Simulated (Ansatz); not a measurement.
Born–Oppenheimer molecular dynamics of CH3BClF (7 atoms, charge 0, multiplicity 1). It starts from a relaxed structure.

The calculation used RKS B3LYP/def2-SVP in Ansatz 0.2.0.

| Quantity | Value |
| --- | --- |
| ensemble | NVE (velocity Verlet) |
| time step | 1 fs |
| steps asked | 150 |
| starting velocities drawn for | 300 K |
| seed | 540367 |

First frame:

```xyz
7
Properties=species:S:1:pos:R:3
B 0.003 0.002 -0.044
F 0.017 -0.001 1.280
Cl 1.582 -0.004 -0.844
C -1.354 0.004 -0.817
H -1.922 -0.906 -0.555
H -1.973 0.855 -0.479
H -1.247 0.051 -1.908
```

(1) How far do the bonds stretch over the last three quarters of this one trajectory? (Pairs bonded in most of those frames.)

Results:

(1) 
```tsv
bond	mean (Å)	spread (Å)	shortest	longest
B1–F2	1.325	0.010	1.30	1.34
B1–Cl3	1.774	0.034	1.72	1.84
B1–C4	1.565	0.032	1.51	1.62
C4–H5	1.108	0.016	1.08	1.14
C4–H6	1.104	0.014	1.08	1.13
C4–H7	1.099	0.007	1.08	1.12
```

Mean temperature of the second half: 148 K. The conserved energy stayed within 0.39 meV per atom of its start (net change 0.24 meV per atom), so the integration is sound. Over the second half the temperature averaged 0.49 of the 300 K drawn at the start: a run that starts near a minimum puts about half its kinetic energy into the potential. A run of 0.15 ps of so small a system gives no equilibrium averages.

The run took 5.9 min on 1 thread of Arm Neoverse V1, on a shared host, peak memory 0.12 GiB.
